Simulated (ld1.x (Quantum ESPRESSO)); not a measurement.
Reading a pseudo-wave (aluminium)

Columns: radius, all-electron u(r) and pseudo u(r) of the 3s shell (level -7.84 eV) of aluminium in the configuration [Ne] 3s2 3p1; LDA (PZ), scalar-relativistic, PAW scheme, ld1.x (Quantum ESPRESSO) 7.5.

```
r (bohr)  all-electron  pseudo
   0.110        0.1058  0.0559
   0.220       -0.1202  0.1114
   0.330       -0.2685  0.1662
   0.440       -0.3008  0.2199
   0.550       -0.2504  0.2722
   0.660       -0.1534  0.3227
   0.770       -0.0359  0.3711
   0.880        0.0855  0.4171
   0.990        0.2011  0.4602
   1.100        0.3055  0.5002
   1.210        0.3962  0.5367
   1.320        0.4726  0.5695
   1.430        0.5348  0.5982
   1.540        0.5839  0.6227
   1.650        0.6210  0.6427
   1.760        0.6473  0.6580
   1.870        0.6642  0.6685
   1.980        0.6728  0.6740
   2.090        0.6744  0.6745
   2.200        0.6701  0.6701
   2.310        0.6608  0.6608
   2.420        0.6475  0.6475
   2.530        0.6309  0.6309
   2.640        0.6119  0.6119
   2.750        0.5908  0.5908
   2.860        0.5684  0.5684
```

How many radial nodes do the two functions have?

The all-electron 3s function has n − l − 1 = 2; the pseudo-wave has 0, since the states of the same l below it are removed with the core.

At about which radius was the pseudo-wave matched?

2.20 bohr. The columns agree to 0.0005 from 2.09 bohr on; several derivatives are matched, so the curves merge somewhat inside the radius.

Is the pseudo-wave norm-conserving?

No, it belongs to a PAW set: the norm inside the radius is not constrained, and the difference is carried by the augmentation charge.
